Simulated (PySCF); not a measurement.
# MSn cations for M along group 13

HF with double-zeta basis sets in PySCF, for the lowest determinant that a PBE0 search found; no spin–orbit coupling. De refers to high-spin ground-configuration atoms (the charge goes to the atom of lower measured ionisation energy or higher electron affinity, which is not always the lowest computed limit). A positive dipole points towards Sn; it is taken about the centre of mass and depends on that origin.

```csv
M,basis,reference,charged atom,state (unpaired electrons),Re (Å),ωe (cm⁻¹),De (eV),μ (D)
Al,x2c-SVPall,UHF,Al+,"triplet (σ ↑, π ↑)",3.217,123,0.72,-6.37
Ga,cc-pVDZ-PP,UHF,Ga+,"triplet (σ ↑, π ↑)",3.269,87.1,0.67,-3.83
In,cc-pVDZ-PP,UHF,In+,"triplet (σ ↑, π ↑)",3.495,65.9,0.52,-2.94
Tl,def2-SVP,UHF,Tl+,"triplet (σ ↑, π ↑)",3.609,53.9,n/a,-1.44
```

The shortest bond is that of AlSn⁺ (3.217 Å), the longest that of TlSn⁺ (3.609 Å).

The rows differ in basis set, which adds steps of its own.

Down a group the atoms grow and get heavier, so bonds lengthen and wavenumbers fall; this series shows no clear exception.

These are scalar-relativistic numbers at best; spin–orbit coupling would shift them, the dissociation energy most. For an ion De counts to the pair picked by the measured ionisation energies or electron affinities, which need not be the lowest pair at this level. Hartree–Fock leaves out correlation, which carries a large part of most bond energies and some tenths to 1 eV of ionisation energies. States were picked by a PBE0 search and need not be the measured ground states.
